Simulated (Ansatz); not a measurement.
Ansatz (a quantum-chemistry and plane-wave program) input (RI-MP2/def2-TZVPPD):
A basis named .json is the Basis Set Exchange file of that set.

Ansatz 0.2 input:
```yaml
crystal:
  periodic: [false, false, false]
  atoms:
    - {symbol: Sn, position_ang: [-0.13533936, -0.20004737, -0.10239354]}
    - {symbol: F, position_ang: [-1.15516598, 1.43207805, -0.02636242]}
    - {symbol: F, position_ang: [0.45204154, -0.53904553, 1.70030565]}
    - {symbol: F, position_ang: [1.45500976, 0.21834178, -1.10509022]}
basis:
  gaussian:
    orbitals: def2-TZVPPD.json
    fitting: {mean_field: def2-universal-jkfit, correlation: def2-TZVPPD-RIFIT.json}
total_charge: -1
magnetization: {spin_polarized: false}
correlation: {method: mp2, electrons: outside_noble_gas}
```

Output:

```
Functional definition: HF
integrals: 0.12 GiB planned
449 factors; integrals over basis functions are off by at most 1.6e0 eV
476 factors; integrals over basis functions are off by at most 5.4e-1 eV
mean field: 0.49 GiB planned
mean field evaluation 1: about -13930.5257 eV, gradient 2.2e1 eV
mean field evaluation 2: about -13931.2729 eV, gradient 1.3e1 eV
mean field evaluation 4: about -13931.5315 eV, gradient 8.4e-1 eV
mean field evaluation 8: about -13931.5365 eV, gradient 1.4e-6 eV
mean field -13931.53648498 eV, -511.9745226883 hartree, gradient 1.4e-6 eV, S^2 0.000000; 0 other end points of the search recorded, 0 dependent functions left out
12 core orbitals not correlated, not the lowest: weight in the atoms' cores, before any rotation towards them, 0.900 or more for the frozen orbitals, at most 0.096 for the correlated occupied ones
reference -13931.53648498 eV, -511.9745226883 hartree; 13, 13 occupied and 151, 151 virtual orbitals, 476 factors
second order -23.92460970 eV of doubles, -0.00000000 eV of singles
Total energy: -13955.46109468 eV, -512.8537358781 hartree
```

This state (charge -1, singlet) is run at the relaxed geometry of the species with charge 0 and multiplicity 2.
